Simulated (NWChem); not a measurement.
Molecule: BaClF; SMILES [Ba]([F])[Cl]

def2 effective core potentials on Ba; no spin-orbit coupling.

### Question
Give the equilibrium geometry at PBE0/def2-SVP with def2 effective core potentials on Ba (NWChem) as a Z-matrix, with the point group.

### Answer
point group Cs; any orientation.
```
Ba
F 1 2.2275
Cl 1 2.7748 2 121.46
```
